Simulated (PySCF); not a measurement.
## I: electron affinity

I⁻ [Xe] (1S) → I [Kr] 4d10 5s2 5p5 (2P), as a difference of total energies. Computed with PySCF 2.14 in aug-cc-pwCVTZ-DK3 with one added diffuse shell each of s, p, d, f type (11s10p8d5f1g, 125 functions), with scalar relativity by spin-free X2C-1e. Correlated levels: valence: [Kr] 4d10 frozen; valence and next inner shell: [Ar] 3d10 frozen. The calculations carry no spin-orbit coupling.

| method | electron affinity (eV) | plus first-order spin-orbit estimate | error of that sum (eV) |
| --- | --- | --- | --- |
| UHF | 2.293 | 1.994 | -1.065 |
| LDA | 3.512 | 3.213 | +0.154 |
| PBE | 3.248 | 2.949 | -0.110 |
| PBE0 | 3.237 | 2.938 | -0.121 |
| r2SCAN | 3.263 | 2.964 | -0.095 |
| TPSSh | 3.247 | 2.948 | -0.111 |
| B97-3 | 3.181 | 2.882 | -0.177 |
| LC-wPBE | 3.203 | 2.904 | -0.155 |
| MP2 (valence) | 3.199 | 2.899 | -0.160 |
| SCS-MP2 (valence) | 3.133 | 2.834 | -0.225 |
| MP2 (valence and next inner shell) | 3.290 | 2.991 | -0.068 |
| SCS-MP2 (valence and next inner shell) | 3.193 | 2.894 | -0.165 |

Reference: 3.059 eV (measured; photodetachment measurements, as compiled on the Wikipedia data page of electron affinities).

A first-order spin-orbit estimate (lowest level to lowest level, LS coupling) adds -0.299 eV.

Errors of the correlated levels include the incompleteness of this basis and the frozen core.
